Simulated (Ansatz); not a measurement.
`c1csc(-c2ccc(-c3ccc(-c4ccc(-c5ccc(-c6ccc(-c7ccc(-c8ccc(-c9cccs9)s8)s7)s6)s5)s4)s3)s2)c1`. Charge 0, multiplicity 1. Geometry PBE-D4/def2-SVP.

Cartesian coordinates in Å:
```
C 10.853 -9.324 -8.038
C 10.287 -10.239 -7.169
S 9.032 -9.522 -6.217
C 9.257 -7.959 -6.977
C 8.454 -6.814 -6.610
C 8.452 -5.542 -7.187
C 7.540 -4.649 -6.581
C 6.819 -5.214 -5.526
C 5.815 -4.614 -4.688
C 5.118 -5.156 -3.604
C 4.200 -4.258 -3.016
C 4.169 -3.005 -3.635
C 3.374 -1.849 -3.321
C 3.299 -0.621 -3.987
C 2.409 0.296 -3.389
C 1.774 -0.206 -2.247
C 0.815 0.453 -1.401
C 0.239 1.718 -1.564
C -0.667 2.061 -0.538
C -0.813 1.070 0.438
C -1.640 1.066 1.613
C -1.780 0.082 2.598
C -2.694 0.426 3.617
C -3.282 1.683 3.440
C -4.254 2.341 4.272
C -4.865 1.865 5.437
C -5.782 2.776 6.004
C -5.901 3.972 5.291
C -6.732 5.116 5.560
C -6.827 6.326 4.867
C -7.766 7.224 5.424
C -8.412 6.725 6.557
C -9.422 7.365 7.369
C -9.990 8.630 7.207
C -10.964 8.938 8.196
C -11.142 7.917 9.111
S -10.115 6.567 8.767
S -7.835 5.112 6.923
S -4.842 3.949 3.893
S -2.675 2.435 1.977
S 0.207 -0.306 0.058
S 2.306 -1.845 -1.929
S 5.308 -2.958 -4.969
S 7.300 -6.885 -5.294
C 10.272 -8.030 -7.932
H 11.666 -9.577 -8.732
H 10.535 -11.298 -7.033
H 9.097 -5.274 -8.034
H 7.401 -3.606 -6.899
H 5.282 -6.184 -3.253
H 3.562 -4.507 -2.157
H 3.885 -0.405 -4.891
H 2.227 1.309 -3.771
H 0.474 2.370 -2.415
H -1.216 3.012 -0.498
H -1.222 -0.864 2.569
H -2.928 -0.222 4.472
H -4.646 0.875 5.859
H -6.357 2.576 6.920
H -6.223 6.546 3.976
H -7.974 8.221 5.014
H -9.705 9.310 6.393
H -11.521 9.884 8.236
H -11.821 7.878 9.972
H 10.587 -7.165 -8.530
```

Single mean-field runs in def2-SVP, def2-TZVP are fitted with def2-universal-jkfit.

Task: Estimate the orbital energies around the gap (eV) in Ansatz with PBE-D4/def2-SVP, r2SCAN-D4/def2-SVP, PBE0-D4/def2-TZVP, r2SCAN0-D4/def2-SVP, BHLYP-D4/def2-SVP.

Result: 
```tsv
orbital	PBE-D4/def2-SVP	r2SCAN-D4/def2-SVP	PBE0-D4/def2-TZVP	r2SCAN0-D4/def2-SVP	BHLYP-D4/def2-SVP
HOMO−13	-6.56	-6.88	-7.70	-7.92	-8.57
HOMO−12	-6.54	-6.87	-7.70	-7.91	-8.56
HOMO−11	-6.49	-6.81	-7.64	-7.85	-8.52
HOMO−10	-6.45	-6.77	-7.59	-7.80	-8.46
HOMO−9	-6.38	-6.69	-7.51	-7.72	-8.38
HOMO−8	-6.30	-6.62	-7.42	-7.64	-8.30
HOMO−7	-6.25	-6.56	-7.36	-7.58	-8.23
HOMO−6	-6.22	-6.53	-7.32	-7.54	-8.19
HOMO−5	-6.21	-6.52	-7.31	-7.53	-8.18
HOMO−4	-6.05	-6.33	-7.10	-7.31	-7.90
HOMO−3	-5.58	-5.83	-6.53	-6.72	-7.25
HOMO−2	-5.10	-5.31	-5.95	-6.12	-6.58
HOMO−1	-4.65	-4.84	-5.41	-5.56	-5.97
HOMO	-4.30	-4.46	-4.98	-5.12	-5.49
LUMO	-3.00	-3.07	-2.58	-2.59	-1.76
LUMO+1	-2.65	-2.69	-2.17	-2.15	-1.29
LUMO+2	-2.26	-2.28	-1.72	-1.67	-0.75
LUMO+3	-1.87	-1.86	-1.27	-1.17	-0.20
LUMO+4	-1.45	-1.41	-0.80	-0.66	0.36
LUMO+5	-1.06	-0.97	-0.40	-0.15	0.91
```
